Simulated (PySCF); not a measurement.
Hexachlorodisiloxane, Cl6OSi2, SMILES Cl[Si](Cl)(Cl)O[Si](Cl)(Cl)Cl at its B3LYP/def2-SVP optimised geometry (Å):

```
9

Cl    -0.2967    -1.9183    -4.2066
Si    -1.2719    -2.7511    -2.6110
Cl    -3.2301    -3.0951    -3.0896
Cl    -0.3617    -4.5098    -2.0850
O     -1.2250    -1.7093    -1.3488
Si    -0.6757    -0.9612     0.0000
Cl     1.3733    -0.9612     0.0000
Cl    -1.3673    -1.9573     1.6492
Cl    -1.3733     0.9612     0.0000
```

Method: B3LYP/def2-TZVP (PySCF). Cells within 0.4 Å of a nucleus heavier than hydrogen are left out (blank, or x).

Map of the electron localisation function on the plane z = 1.5 Å:

```
|0000000000000000000000000000000|
|0000000000000000000000000000000|
|0000000000000000000000000000000|
|0000000000000000000000000000000|
|0000000000000000000000000000000|
|0000000111111000000000000000000|
|0000011223322110000000000000000|
|0000112344443210000000000000000|
|0000134556655421000000000000000|
|0001245667665431000000000000000|
|0001345677765421000000000000000|
|0001345666665320000000000000000|
|0001234555543210000000000000000|
|0000012233322100000011111000000|
|0000000011110000000123322100000|
|0000000000000000001234443210000|
|0000000000000000001355554210000|
|0000001122221100002456665320000|
|0001234556654310002467765421000|
|0023567888877521001467765421000|
|0135788998888741001356765421000|
|1256899974688862000246665321000|
|135789971x148873000135554310000|
|13679993xxx18874100023443210000|
|13579994xxx18985100002222100000|
|1357899811169985200000111000000|
|0246899998899975200000000000000|
|0135789999999875200000000000000|
|0024678999998764100000000000000|
|0012457788887653100000000000000|
|0001235666665431000000000000000|
```
Scale: ten equal steps from 0.000 (start of '0') to 0.904 (end of '9'), in the order '0123456789'; x runs from -3.50 to 3.50, y from -3.50 (bottom) to 3.50 (top).
